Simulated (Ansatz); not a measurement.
Coupled-cluster diagnostics for BeMe2 (C2H6Be), Ansatz.

Geometry of the singlet (r2SCAN-D4/def2-TZVP):

```tsv
atom	x (Å)	y (Å)	z (Å)
Be1	0.003	0.000	-0.007
C2	1.511	-0.385	0.626
H3	2.311	0.234	0.204
H4	1.790	-1.427	0.434
H5	1.550	-0.246	1.712
C6	-1.510	0.385	-0.628
H7	-1.821	1.401	-0.361
H8	-2.293	-0.288	-0.258
H9	-1.541	0.327	-1.722
```

Correlated methods freeze 2 core orbitals.

**Question.** Estimate the CCSD(T) correlation energy, the shares of MP2 and (T), T1 and the reference's ⟨S²⟩ for: charge 0, singlet, own geometry in def2-TZVPP; charge 0, singlet, own geometry in def2-TZVPD; charge 1, doublet, vertical in def2-TZVPP; charge -1, doublet, vertical in def2-TZVPD; and the rough time on 4 threads of Arm Neoverse V2 on a shared host.

**Answer.** 
| state | basis | correlation (eV) | MP2 share (%) | (T) share (%) | T1 | ⟨S²⟩ (pure) | wall time | remarks |
| --- | --- | --- | --- | --- | --- | --- | --- | --- |
| charge 0, singlet, own geometry | def2-TZVPP | -13.361 | 88.9 | 3.2 | 0.008 | 0.00 (0.00) | 10 s | – |
| charge 0, singlet, own geometry | def2-TZVPD | -13.054 | 88.3 | 3.1 | 0.009 | 0.00 (0.00) | 7.5 s | – |
| charge 1, doublet, vertical | def2-TZVPP | -12.514 | 86.3 | 3.4 | 0.072 | 0.77 (0.75) | 44 s | large T1 |
| charge -1, doublet, vertical | def2-TZVPD | -13.421 | 88.0 | 3.4 | 0.052 | 0.75 (0.75) | 39 s | HOMO above zero, large T1 |
Customary marks for T1 are 0.02 (closed shells), 0.045 (open shells) and about 0.05 (3d metals). T1 exceeds 0.02 in 2 of 4 rows and 0.045 in 2; the higher it lies, the less the single-reference result can be trusted.
